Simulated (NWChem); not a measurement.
BiH2F; SMILES [F][BiH2]

All runs: NWChem. The geometry was optimised at PBE-D3(BJ)/def2-SVP. def2 effective core potentials on Bi; no spin-orbit coupling. Vertical excitations in the gas phase; the lowest state need not have the same character in each row.

```json
[
 {"level": "PBE/def2-SVPD, full TDDFT", "lowest excitation, singlet (eV)": "4.59", "oscillator strength of that lowest state": "0.010", "lowest state with f > 0.02, singlet (eV)": "6.07", "oscillator strength of that bright state": "0.077", "orbital gap (eV)": "4.28"},
 {"level": "B3LYP/def2-SVPD, full TDDFT", "lowest excitation, singlet (eV)": "4.79", "oscillator strength of that lowest state": "0.012", "lowest state with f > 0.02, singlet (eV)": "6.39", "oscillator strength of that bright state": "0.122", "orbital gap (eV)": "5.81"},
 {"level": "CAM-B3LYP/def2-SVPD, full TDDFT", "lowest excitation, singlet (eV)": "4.86", "oscillator strength of that lowest state": "0.013", "lowest state with f > 0.02, singlet (eV)": "6.56", "oscillator strength of that bright state": "0.141", "orbital gap (eV)": "8.46"},
 {"level": "LDA (Slater exchange, VWN5)/def2-SVPD, full TDDFT", "lowest excitation, singlet (eV)": "…", "oscillator strength of that lowest state": "0.008", "lowest state with f > 0.02, singlet (eV)": "6.07", "oscillator strength of that bright state": "0.076", "orbital gap (eV)": "…"}
]
```

**Question.** Some entries are withheld; supply them.

**Answer.** 
- LDA (Slater exchange, VWN5)/def2-SVPD, full TDDFT, lowest excitation, singlet (eV): 4.50
- LDA (Slater exchange, VWN5)/def2-SVPD, full TDDFT, orbital gap (eV): 4.16
